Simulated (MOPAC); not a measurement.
MOPAC input (PM7):

```
PM7 FORCE THERMO(298,298) PRECISE LET GEO-OK AUX(PRECISION=9) THREADS=1
C4H8OSi

C    -1.52898722 1    0.56132994 1    1.29780751 1
C    -1.05180244 1   -0.05006605 1    0.21358607 1
C    -1.75071520 1   -1.16376004 1   -0.48618679 1
C     0.23012184 1    0.37198028 1   -0.44000013 1
O     0.19696130 1    1.05445460 1   -1.43594923 1
Si    1.83544745 1   -0.21961537 1    0.32596335 1
H    -1.04863649 1    1.38963249 1    1.79578207 1
H    -2.46001249 1    0.28637593 1    1.77102723 1
H    -1.22953210 1   -2.12432087 1   -0.36555900 1
H    -2.77568910 1   -1.31023815 1   -0.11563563 1
H    -1.82947804 1   -0.96624475 1   -1.56855397 1
H     1.92921070 1    0.36003672 1    1.65431615 1
H     1.78666695 1   -1.66964801 1    0.39071290 1
H     2.95127811 1    0.21299470 1   -0.49732494 1
```

From the output:

```
     H   14   0.176812   3.090483

          HEAT OF FORMATION =     -24.877909 KCALS/MOLE

          ZERO POINT ENERGY      61.933 KCAL/MOL

           NORMAL COORDINATE ANALYSIS (Total motion = 1 Angstrom)

   Root No.       1         2         3         4         5         6         7         8

                 1 A       2 A       3 A       4 A       5 A       6 A       7 A       8 A

                  43.3      64.7      73.9     166.4     221.1     306.7     397.8     466.3

           1    0.0007   -0.0031   -0.0006    0.0166    0.0435    0.0119    0.0152   -0.0197
           2   -0.0040   -0.0098   -0.0003   -0.0396   -0.0381   -0.0582    0.0523    0.0170
           3   -0.0476    0.0025   -0.0417   -0.0559   -0.0002    0.0298    0.0074    0.0013
           4    0.0008   -0.0031   -0.0006    0.0170    0.0447    0.0103    0.0154   -0.0193
           5    0.0009   -0.0019    0.0001   -0.0238    0.0275   -0.0037   -0.0318   -0.0187
           6   -0.0037    0.0005   -0.0015    0.0028   -0.0052   -0.0447   -0.0074   -0.0061
           7   -0.0040   -0.0107   -0.0028    0.0052   -0.0270    0.0415   -0.0460   -0.0089
           8    0.0040    0.0030    0.0020   -0.0164    0.0733   -0.0286    0.0121   -0.0274
           9    0.0597    0.0047    0.0339   -0.0360    0.0071    0.0192    0.0036   -0.0002
          10    0.0099    0.0037    0.0035    0.0224    0.0323    0.0134    0.0174    0.0528
          11    0.0064    0.0021    0.0028   -0.0176    0.0178    0.0006   -0.0372    0.0279
          12   -0.0064   -0.0022   -0.0005    0.0479   -0.0108   -0.0172    0.0170   -0.0131
          13    0.0411    0.0198    0.0214    0.0194   -0.0403   -0.0548    0.0022   -0.0108
          14    0.0269    0.0124    0.0162   -0.0162   -0.0380    0.0891    0.0192   -0.0125
          15   -0.0137   -0.0061   -0.0041    0.0478    0.0035    0.0445    0.0445    0.0030
          16   -0.0229   -0.0038   -0.0099   -0.0330   -0.0116   -0.0061    0.0050    0.0138
          17   -0.0160   -0.0035   -0.0101    0.0480   -0.0141   -0.0023   -0.0201    0.0119
          18    0.0026    0.0002    0.0058    0.0026    0.0000   -0.0255   -0.0306    0.0032
          19    0.0010    0.0019   -0.0029    0.0237    0.0872    0.0570   -0.0563   -0.0531
          20   -0.0055   -0.0134    0.0002   -0.0441   -0.0690   -0.0908    0.1051    0.0415
          21   -0.0882    0.0003   -0.0754   -0.0370   -0.0047    0.0310    0.0086   -0.0011
          22   -0.0013   -0.0085    0.0007    0.0071   -0.0038   -0.0327    0.0887    0.0161
          23   -0.0051   -0.0132    0.0007   -0.0472   -0.0696   -0.0876    0.1035    0.0425
          24   -0.0453    0.0066   -0.0432   -0.1248    0.0113    0.0970    0.0159    0.0081
          25    0.1395    0.0118   -0.1749   -0.0014   -0.0348    0.0655   -0.0532   -0.0058
          26   -0.0375   -0.0053    0.1329   -0.0370    0.1110    0.0023    0.0521   -0.0285
          27    0.1334    0.0160   -0.0422   -0.0432    0.0086    0.0379    0.0074    0.0015
          28   -0.0289   -0.0195    0.0217   -0.0040   -0.0826    0.0684   -0.1040    0.0038
          29    0.0113    0.0019   -0.0252   -0.0176    0.0362   -0.0192   -0.0248   -0.0203
          30   -0.0684   -0.0202    0.2644   -0.0606    0.0130    0.0585    0.0062    0.0042
          31   -0.1212   -0.0294    0.1375    0.0099   -0.0266    0.0279   -0.0528   -0.0115
          32    0.0346    0.0155   -0.0983    0.0165    0.1130   -0.0964    0.0559   -0.0399
          33    0.1741    0.0234   -0.1054   -0.0396    0.0072    0.0328    0.0094    0.0026
          34   -0.0280   -0.0320   -0.0144   -0.0569   -0.0372   -0.0261   -0.0088   -0.0984
          35   -0.0509    0.2239   -0.0044    0.0960    0.0063    0.0260    0.0170    0.1010
          36    0.0541   -0.1484    0.0133    0.0249    0.0550    0.0037   -0.0278    0.2368
          37   -0.0736    0.2451   -0.0074   -0.0510   -0.0188   -0.0226   -0.0172   -0.0380
          38   -0.0210   -0.0744   -0.0208    0.0939   -0.0613    0.0061    0.0410   -0.1501
          39   -0.0330    0.0869   -0.0024    0.0335   -0.0470   -0.0285    0.0108   -0.1720
          40    0.0088   -0.2217   -0.0174   -0.0455   -0.0349   -0.0175    0.0053   -0.0867
          41    0.0062   -0.1575   -0.0149    0.0191   -0.0300   -0.0201   -0.0390   -0.0654
          42   -0.0066    0.0610    0.0105   -0.0936    0.0094   -0.0735   -0.1298   -0.0013

   Root No.       9        10        11        12        13        14        15        16

                 9 A      10 A      11 A      12 A      13 A      14 A      15 A      16 A

                 511.2     575.8     594.7     698.0     712.4     809.8     839.6     844.0

           1   -0.0165    0.0106   -0.0132   -0.0245    0.0382    0.0051    0.0019    0.0006
           2   -0.0075    0.0021    0.0009    0.0061   -0.0066   -0.0009   -0.0006   -0.0001
           3   -0.0176    0.0035    0.0038   -0.0003   -0.0048    0.0003    0.0005   -0.0001
           4   -0.0162    0.0096   -0.0116   -0.0215    0.0298    0.0036    0.0014    0.0007
           5    0.0282   -0.0170    0.0182   -0.0020   -0.0383   -0.0040   -0.0015    0.0006
           6    0.1057   -0.0162   -0.0133    0.0005    0.0726    0.0024   -0.0028    0.0002
           7    0.0161   -0.0075    0.0069   -0.0065   -0.0137   -0.0020   -0.0005    0.0007
           8    0.0088   -0.0083    0.0099   -0.0189   -0.0270   -0.0040   -0.0017    0.0017
           9   -0.0023    0.0024    0.0062    0.0008    0.0102    0.0013   -0.0003   -0.0000
          10   -0.0006    0.0055   -0.0069    0.1116    0.0053   -0.0029   -0.0035   -0.0089
          11    0.0219   -0.0053    0.0095    0.0741   -0.0102    0.0046    0.0026   -0.0068
          12    0.0284    0.0085    0.0129   -0.0163   -0.0677    0.0007    0.0036    0.0016
          13   -0.0035    0.0025    0.0061   -0.0153   -0.0377   -0.0033    0.0013    0.0016
          14    0.0141    0.0020   -0.0078   -0.0195    0.0412    0.0032   -0.0007    0.0014
          15    0.0271    0.0138   -0.0003    0.0118   -0.0376   -0.0054    0.0010   -0.0005
          16    0.0073   -0.0129    0.0082   -0.0231   -0.0030    0.0016    0.0081   -0.0161
          17   -0.0224    0.0159   -0.0123   -0.0173    0.0090   -0.0137   -0.0165   -0.0057
          18   -0.0497   -0.0140   -0.0059    0.0019    0.0244   -0.0255    0.0052    0.0034
          19    0.0158   -0.0070    0.0156   -0.0502   -0.0093    0.0007    0.0005    0.0039
          20   -0.0331    0.0191   -0.0113    0.0268    0.0336    0.0027    0.0006   -0.0027
          21   -0.0724    0.1132    0.2749    0.0082    0.0935    0.0031   -0.0027   -0.0002
          22   -0.0516    0.0315   -0.0391    0.0013    0.0951    0.0126    0.0045   -0.0034
          23   -0.0335    0.0151   -0.0227    0.0259    0.0299    0.0040    0.0011   -0.0030
          24   -0.0814   -0.0873   -0.2549   -0.0113   -0.1967   -0.0079    0.0033    0.0007
          25   -0.0334    0.0054    0.0357   -0.0010   -0.0668   -0.0060    0.0001    0.0009
          26   -0.1055    0.0311    0.0429   -0.0431   -0.0663   -0.0057    0.0032    0.0031
          27   -0.0518    0.0179    0.0309   -0.0015   -0.0289   -0.0018    0.0010    0.0004
          28    0.0564   -0.0277    0.0227    0.0341   -0.0601   -0.0089   -0.0047   -0.0017
          29    0.0453   -0.0242    0.0132    0.0044   -0.0463   -0.0078   -0.0045    0.0003
          30   -0.0637    0.0226    0.0412    0.0039   -0.0340   -0.0017    0.0013   -0.0001
          31    0.0633   -0.0216   -0.0131   -0.0032    0.0190    0.0006   -0.0027    0.0009
          32    0.0624   -0.0167   -0.0443   -0.0490    0.0757    0.0050   -0.0015    0.0033
          33   -0.0489    0.0172    0.0278   -0.0008   -0.0222   -0.0015    0.0017   -0.0003
          34    0.0009    0.0503   -0.0214    0.0645    0.0042   -0.1286   -0.0474   -0.0831
          35   -0.0367   -0.1161    0.0407   -0.0584    0.0201    0.0965    0.3486    0.1718
          36   -0.0145   -0.0608    0.0260   -0.1977   -0.0140    0.2737   -0.2098    0.0522
          37    0.0141    0.0659   -0.0235    0.0467   -0.0153    0.0570   -0.2859    0.2660
          38   -0.0928   -0.1246    0.0297    0.1147    0.0245    0.2129    0.0371   -0.2010
          39   -0.1065   -0.0903    0.0127    0.1569    0.0270    0.2242   -0.1337   -0.0144
          40   -0.0093    0.0065   -0.0058    0.0907    0.0039    0.0342    0.0975    0.3226
          41   -0.0184    0.0813   -0.0403    0.0658    0.0024    0.0739    0.0993    0.2190
          42    0.0337    0.2605   -0.1025   -0.0155   -0.0319    0.2527    0.1664   -0.1455

   Root No.      17        18        19        20        21        22        23        24

                17 A      18 A      19 A      20 A      21 A      22 A      23 A      24 A

                 984.4     990.7    1045.9    1050.4    1099.8    1271.8    1282.6    1302.1

           1    0.0554    0.0068   -0.0360   -0.0121   -0.0007   -0.0022   -0.0008    0.0043
           2   -0.0031    0.0730   -0.0024   -0.0065   -0.0017    0.0038    0.0032   -0.0393
           3    0.0014   -0.0063    0.0139   -0.0355   -0.0607   -0.0002   -0.0007    0.0004
           4    0.0340    0.0040   -0.0144   -0.0047   -0.0007    0.0022   -0.0008    0.0012
           5   -0.0078    0.0175   -0.0175   -0.0069   -0.0009   -0.0084   -0.0127    0.1659
           6   -0.0085    0.0004    0.0088   -0.0276    0.0516    0.0001   -0.0041   -0.0044
           7   -0.0218   -0.0173    0.0678    0.0225    0.0008   -0.0368    0.0024   -0.0329
           8   -0.0825   -0.0442    0.0009    0.0019    0.0010    0.0192    0.0093   -0.0911
           9   -0.0074    0.0052   -0.0150    0.0476   -0.0367    0.0024   -0.0345   -0.0043
          10   -0.0696    0.0199    0.0079   -0.0030    0.0030   -0.0010   -0.0022    0.0209
          11    0.1377   -0.0230   -0.0003    0.0073   -0.0040    0.0029    0.0035   -0.0514
          12    0.0683   -0.0132   -0.0050    0.0057   -0.0063    0.0004    0.0014   -0.0148
          13   -0.0010    0.0006   -0.0016    0.0020   -0.0026   -0.0004   -0.0002    0.0073
          14   -0.0050   -0.0002    0.0007   -0.0025    0.0030    0.0002   -0.0000   -0.0042
          15   -0.0188    0.0046    0.0004    0.0010   -0.0012   -0.0003   -0.0007    0.0111
          16    0.0039   -0.0015   -0.0009    0.0001    0.0002    0.0001   -0.0000    0.0005
          17   -0.0101    0.0018   -0.0006   -0.0002   -0.0004    0.0001    0.0001    0.0011
          18   -0.0105    0.0023    0.0004   -0.0007    0.0004    0.0000   -0.0000    0.0006
          19    0.0669    0.2718   -0.0581   -0.0311    0.0001    0.0039    0.0141   -0.1299
          20   -0.0117   -0.1397    0.0081    0.0158    0.0075   -0.0016   -0.0101    0.0886
          21   -0.0211    0.0203   -0.0707    0.1967    0.2144    0.0007    0.0022    0.0062
          22    0.0855   -0.2632   -0.0534    0.0047    0.0057   -0.0149   -0.0092    0.1295
          23    0.0174   -0.1360   -0.0161    0.0099    0.0085   -0.0060   -0.0045    0.0734
          24    0.0373    0.0179   -0.0551    0.1452    0.2442    0.0009    0.0049   -0.0044
          25   -0.0242   -0.0474    0.0465   -0.1119    0.0886    0.3343    0.0572    0.0177
          26    0.0365   -0.0193    0.2190   -0.1190    0.1345   -0.1183   -0.2361    0.0176
          27    0.0100   -0.0119    0.0287   -0.0646    0.0521    0.1782   -0.0241    0.0271
          28   -0.1612   -0.0806   -0.2040   -0.0406   -0.0140   -0.1227    0.0720   -0.0735
          29   -0.1599   -0.0703   -0.1615   -0.0117   -0.0242   -0.0706   -0.0251   -0.0899
          30    0.0167   -0.0131    0.0209   -0.0885    0.0633    0.0579    0.3825    0.0555
          31   -0.0433   -0.0099    0.0152    0.1109   -0.0711    0.2561   -0.1145    0.0040
          32    0.0049    0.0296    0.1819    0.2036   -0.0998   -0.0174    0.2325    0.1321
          33    0.0214   -0.0023    0.0219   -0.0622    0.0478   -0.2644    0.0997   -0.0166
          34    0.0086    0.0004    0.0009    0.0011   -0.0015    0.0002    0.0002   -0.0023
          35   -0.0142   -0.0004   -0.0018   -0.0007    0.0023    0.0003   -0.0000    0.0023
          36   -0.0153   -0.0020   -0.0031   -0.0025    0.0015   -0.0004   -0.0005    0.0056
          37    0.0040   -0.0007    0.0007   -0.0004   -0.0009   -0.0008   -0.0000   -0.0000
          38   -0.0131    0.0045    0.0045   -0.0017    0.0035   -0.0002   -0.0000   -0.0007
```
